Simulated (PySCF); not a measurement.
Two-component Hartree-Fock for Ge²⁷⁺ (germanium, charge +27)

Start: [He] 2s2 2p1; 2p1/2 filled at m_j = +1/2. Calculated with PySCF 2.14 in an uncontracted even-tempered set (17 s from 9 bohr⁻², ratio 2.4; 11 p from 12 bohr⁻², ratio 2.4; 5 d from 39 bohr⁻², ratio 2.6; 4 f from 59 bohr⁻², ratio 2.6): generalised Hartree-Fock with the X2C-1e Hamiltonian and a Gaussian nucleus; one run each with spin-orbit coupling (SO) switched off, then screened by Boettger's factors.

| spinor shell | electrons | ε, spin-free (eV) | ε, screened SO (eV) | weight of nominal j (screened SO) | rms radius, screened SO (bohr) |
| --- | --- | --- | --- | --- | --- |
| 1s1/2 | 2 | -13041.7 | -13039.6 | 1.000 | 0.0537 |
| 2s1/2 | 2 | -2946.5 | -2945.8 | 1.000 | 0.211 |
| 2p1/2 | 1 | -2861.9 | -2887.5 | 1.000 | 0.182 |

```tsv
quantity	spin-free	screened SO
E (hartree)	-1353.14594	-1354.08568
M_J	1/2	1/2
⟨J²⟩	1.115	0.750
⟨L²⟩	2.000	2.000
⟨S²⟩	0.750	0.750
```

Each row is a mean over spinors that exchange with the open shell spreads, by up to 8.270 eV (2s1/2).

Without spin-orbit coupling the j labels of p, d and f shells carry no meaning; the spin-free column gives the mean over the occupied spinors of each nl shell, and its ⟨J²⟩ belongs to a mixture of degenerate components.
